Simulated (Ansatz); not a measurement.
Ge(NCO)4 (GeC4N4O4). Total charge 0; triplet. Geometry PBE-D4/def2-SVP, that of the neutral singlet; atoms count from 1.

```xyz
13

Ge   -0.0212   -0.1145    0.0078
N     1.7338    0.2793   -0.1986
C     2.5975    0.4330   -1.0495
O     3.4882    0.6003   -1.7996
N    -0.3986   -1.6202   -0.9166
C    -1.3201   -2.2120   -1.4587
O    -2.1454   -2.8477   -2.0054
N    -1.0740    1.2198   -0.6215
C    -1.4755    2.3397   -0.3408
O    -1.9085    3.4170   -0.1502
N    -0.3525   -0.3566    1.7690
C     0.2095   -0.4991    2.8447
O     0.6669   -0.6391    3.9195
```

At PBE0-D4/def2-TZVP a singlet of charge 0 lies 6.12 eV below the triplet at the same geometry.

Estimate the Mulliken populations from the PBE0/def2-TZVP orbitals of Ansatz.


```json
{"atom": "Ge1", "charge (e)": "0.63", "spin (α − β)": "0.23"}
{"atom": "N2", "charge (e)": "-0.30", "spin (α − β)": "0.05"}
{"atom": "C3", "charge (e)": "0.32", "spin (α − β)": "0.04"}
{"atom": "O4", "charge (e)": "-0.21", "spin (α − β)": "0.05"}
{"atom": "N5", "charge (e)": "-0.30", "spin (α − β)": "0.01"}
{"atom": "C6", "charge (e)": "0.31", "spin (α − β)": "0.02"}
{"atom": "O7", "charge (e)": "-0.21", "spin (α − β)": "0.01"}
{"atom": "N8", "charge (e)": "-0.12", "spin (α − β)": "0.66"}
{"atom": "C9", "charge (e)": "0.20", "spin (α − β)": "0.38"}
{"atom": "O10", "charge (e)": "-0.12", "spin (α − β)": "0.51"}
{"atom": "N11", "charge (e)": "-0.31", "spin (α − β)": "0.01"}
{"atom": "C12", "charge (e)": "0.32", "spin (α − β)": "0.02"}
{"atom": "O13", "charge (e)": "-0.22", "spin (α − β)": "0.01"}
```
Mulliken values and Mayer orders depend strongly on the basis.

Where does the spin sit?

Summed by element: Ge 0.23, N 0.74, C 0.46, O 0.57, of 2 unpaired in all. Largest on single atoms: N8 0.66, O10 0.51, C9 0.38.

And the Mayer bond orders between bonded heavy atoms (over 0.3)?

Ge1–N2 0.93 (1.81 Å); Ge1–N5 1.00 (1.81 Å); Ge1–N8 0.87 (1.81 Å); Ge1–N11 0.95 (1.81 Å); N2–C3 1.99 (1.22 Å); C3–O4 2.12 (1.18 Å); N5–C6 1.99 (1.22 Å); C6–O7 2.13 (1.18 Å); N8–C9 1.69 (1.22 Å); C9–O10 1.89 (1.18 Å); N11–C12 2.00 (1.22 Å); C12–O13 2.13 (1.18 Å).
